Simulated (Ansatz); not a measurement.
Program: Ansatz. Geometries: PBE0-D4/def2-TZVP. ΔE: electronic, gas phase. CCSD(T)/CBS adds triple-zeta CCSD(T) − MP2 to the extrapolated MP2 energy (def2 sets, frozen cores). This one scheme is used for every species. DFT in def2-TZVPP. HSE06 is defined as in plane-wave codes. def2 core potentials past Kr. For In outer-core shells are correlated without core-valence functions, which leaves a few kJ/mol of doubt a bond. Each species was taken in one conformer, which may not be the lowest.

Consider the formal hydrolysis of the Si–In bond: `N[SiH]([SiH3])[InH2]` + H₂O → `N[SiH](O)[SiH3]` + `[InH3]`.

```
   level  ΔE (kJ/mol)
HSE06-D4        -66.1
  r2SCAN        -78.6
```

Q: What does CCSD(T)/CBS give? (Best estimate.)

A: Computed: -73.0 kJ/mol. The listed levels differ from it by 6.9, -5.6 kJ/mol.

Largest T1 diagnostic among the species: 0.014.

Leaving LDA and LC-ωPBE aside and taking each functional with its dispersion term where it has one, the values, not all of them listed here, spread over 32.6 kJ/mol, from CAM-B3LYP-D4 to PBE-D4. LDA lies −9.0 kJ/mol from PBE without D4. In def2-TZVPP, CCSD(T) changes the Hartree–Fock value by +29.0 kJ/mol (the triples alone add +3.8 kJ/mol) and MP2 by +29.5 kJ/mol. From BLYP to BHLYP (50 % exact exchange), in def2-TZVPP and without D4, ΔE moves by −15.8 kJ/mol.

CCSD(T)/CBS has its own doubt, a few kJ/mol and more with outer-core shells, so smaller differences from it don't rank the levels.
